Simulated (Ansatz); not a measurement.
# Which method gave which barrier?

Saddle point of GeH3F, closed shell (GeH₂ + HF → GeHF ([F][GeH]) + H₂; bonds formed: Ge1–F3, H2–H5; bonds broken: Ge1–H5, H2–F3), PBE0-D4/def2-TZVP structure:

```
5
angstrom
Ge -0.8551 -0.5471 -0.3383
H 0.7845 -0.0899 0.4274
F 1.1275 -0.2402 -0.7127
H -1.1230 1.0129 -0.5110
H 0.0662 -0.1358 1.1346
```

Program: Ansatz 0.2.0. Basis: def2-TZVPP, with def2-QZVPP for the basis limit. Cores are frozen in the correlated methods. Filled d shells of the heavier atoms are correlated. The def2 sets are not built for correlating such inner shells, so the correlated values are less sure here. B3LYP uses VWN-RPA correlation. Extrapolation: Hartree–Fock as exp(−7.88 √X), correlation as X^−2.97. Four methods, as single points on the PBE0-D4 structures, gave these electronic barriers from the start structure: 0.177, 0.392, 0.552, 1.019 eV.

(1) The methods were, in alphabetical order, B3LYP-D4, CCSD(T), HF, PBE-D4. Which gave which? (Judge from chemistry; the calculation decides.)

The T1 diagnostic stays at or below 0.014.

## Answers

(1) By the calculation: PBE-D4 0.177; B3LYP-D4 0.392; CCSD(T) 0.552; HF 1.019 eV. For comparison, CCSD(T) at an estimated basis limit (MP2 extrapolated from triple and quadruple zeta, plus CCSD(T) − MP2 in triple zeta) gives 0.518 eV.

Labels in which every atom is bracketed show which atoms are joined, not bond orders.

For scale, one of the runs: CCSD(T)/def2-TZVPP, 121 basis functions, launched by `ansatz run in.yaml --threads 2 --pin off --events-out ev --progress --plain --max-ram 4352MiB`. Hardware: 2 CPU threads of an Arm Neoverse V2, shared host. Wall time about 9 s.
